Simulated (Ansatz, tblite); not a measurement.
Cost and result up the ladder for SnI₄ (5 atoms). Charge 0, multiplicity 1. Geometry: PBE0-D4/def2-SVP.

```
atom    x (Å)    y (Å)    z (Å)
 Sn1   0.0000   0.0000   0.0000
  I2   2.3304   1.0429   0.8083
  I3  -0.7577   1.1723  -2.2855
  I4  -1.8636   0.4168   1.8775
  I5   0.2908  -2.6319  -0.4004
```

Ansatz on 4 threads of Intel Xeon 6975P-C on a shared host; xTB runs through tblite on one thread. Times are rough, summed over both states, and most runs start from the orbitals of an earlier one. B2PLYP/def2-TZVP serves as the yardstick here, not as an exact answer. The other state is a doublet.

In the def2 sets I, Sn take a core potential; there is no spin–orbit coupling. The xTB rows come from tblite. Correlated methods freeze 20 core orbitals; core or outer-core shells of Sn, I are correlated, in sets that lack core-valence functions.

Run but left out: PBE-D4/def2-TZVP (charge +1 doublet: an occupied level 0.01 eV above an empty one).

Correlated methods converge slowly with the basis.

Raw xTB energies of ions are shifted by several eV.

| level | functions | vertical IE (eV) | difference from B2PLYP/def2-TZVP (eV) |
| --- | --- | --- | --- |
| GFN1-xTB | 45 | 14.04 | 4.43 |
| B2PLYP/def2-TZVP | 250 | 9.61 | 0.00 |
| PBE0-D4/def2-TZVP (with forces) | 250 | 9.43 | -0.18 |
| GFN2-xTB | 45 | 14.57 | 4.96 |

Problem. Estimate how long each takes.

Solution. GFN1-xTB 0.014 s; GFN2-xTB 0.019 s; PBE0-D4/def2-TZVP (with forces) 34 s; B2PLYP/def2-TZVP 42 s. On shared hardware such times vary by a factor of up to 3.
